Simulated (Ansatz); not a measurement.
Isolated molecules relaxed with PBE0-D4/def2-TZVP in Ansatz; ΔE leaves out vibrations. CBS: MP2 limit from def2 TZ/QZ plus the TZ coupled-cluster correction, frozen cores. def2 core potentials past Kr. For In outer-core shells are correlated without core-valence functions, which leaves a few kJ/mol of doubt a bond. One conformer a species, not always the lowest.

Consider the formal exchange of groups at a C–Si bond: `C=C[Si](N)(N)O` + `[Cl][InH][Cl]` → `C=[CH][In]([Cl])[Cl]` + `N[SiH](N)O`.

```tsv
species	CCSD(T)/CBS(def2) energy (Eh)
`C=C[Si](N)(N)O`	-554.69693
`[Cl][InH][Cl]`	-1110.06218
`C=[CH][In]([Cl])[Cl]`	-1187.35886
`N[SiH](N)O`	-477.39589
```

**Question.** Work out ΔE.

**Answer.** ΔE = (-1187.35886) + (-477.39589) − (-554.69693) − (-1110.06218) = 0.00436 Eh = +11.4 kJ/mol.

Largest T1 diagnostic among the species: 0.013.

The D4 term adds +5.4 kJ/mol with B3LYP and +3.0 kJ/mol with PBE0; it sums over pairs of atoms, weighted by their polarisabilities, and B3LYP, whose exchange is more repulsive, gets the larger term. In def2-TZVPP, CCSD(T) changes the Hartree–Fock value by −4.1 kJ/mol (the triples alone add −1.0 kJ/mol) and MP2 by −9.1 kJ/mol.

B3LYP here is the variant with VWN-RPA as its local correlation; programs differ in this.
